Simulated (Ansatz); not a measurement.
Program: Ansatz. Geometries: PBE0-D4/def2-TZVP. ΔE: electronic, gas phase. CCSD(T)/CBS is the MP2 limit (def2-TZVPP, def2-QZVPP) plus CCSD(T) − MP2 in def2-TZVPP, frozen cores. Functionals use def2-TZVPP. B3LYP here is the variant with VWN-RPA as its local correlation; programs differ in this. Elements past krypton have def2 core potentials. For Te outer-core shells are correlated without core-valence functions, which leaves a few kJ/mol of doubt a bond. Each species was taken in one conformer, which may not be the lowest.

`C[CH2][AlH][TeH]` + `BC=O` → `O=CB[TeH]` + `C[CH2][AlH2]`  (formal exchange of groups at a Te–Al bond)

(1) Is it downhill or uphill in electronic energy at CCSD(T)/CBS, and by how much? (Estimate.)

(2) What do these levels give: PBE-D4, r2SCAN-D4, B3LYP-D4, ωB97X-V, ωB97M-V, B2PLYP, B3LYP, CCSD/def2-TZVPP, CCSD(T)/def2-TZVPP, HF/def2-QZVPP, MP2/def2-QZVPP, CCSD/CBS(def2)? (Best estimate.)

Largest T1 diagnostic among the species: 0.021, so the coupled-cluster value is less sure than usual.

Answers

(1) Computed: Uphill: ΔE = +51.7 kJ/mol.

(2) Ansatz gave: PBE-D4 51.5, r2SCAN-D4 54.9, B3LYP-D4 48.5, ωB97X-V 51.4, ωB97M-V 53.7, B2PLYP 50.7, B3LYP 47.6, CCSD/def2-TZVPP 48.3, CCSD(T)/def2-TZVPP 49.1, HF/def2-QZVPP 48.7, MP2/def2-QZVPP 54.8, CCSD/CBS(def2) 50.9 kJ/mol.
